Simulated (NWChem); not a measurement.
A series in which one site is exchanged, each optimised at PBE0/def2-SVP with NWChem, gas phase unless a solvent is named. All stand in one matching conformer (torsions within 35°), which need not be the lowest. This build's default masses of Se (78.918 u) and Br (79.917 u) are each other's, which moves their modes by up to 0.6 %. Some are not confirmed as minima by frequencies. def2 effective core potentials on Cd; no spin-orbit coupling.

A: [SeH][Mg][Br] (MgHSeBr; site = Mg)
B: [SeH][Se]Br (HSe2Br; site = Se)
C: [Be]([Br])[SeH] (BeHSeBr; site = Be)
D: [SeH][Cd][Br] (CdHSeBr; site = Cd)

**Question.** Rank them by lowest singlet excitation, CAM-B3LYP/def2-SVPD, TDA (eV), lowest first.

**Answer.** B (2.79), D (4.13), A (4.28), C (4.99)
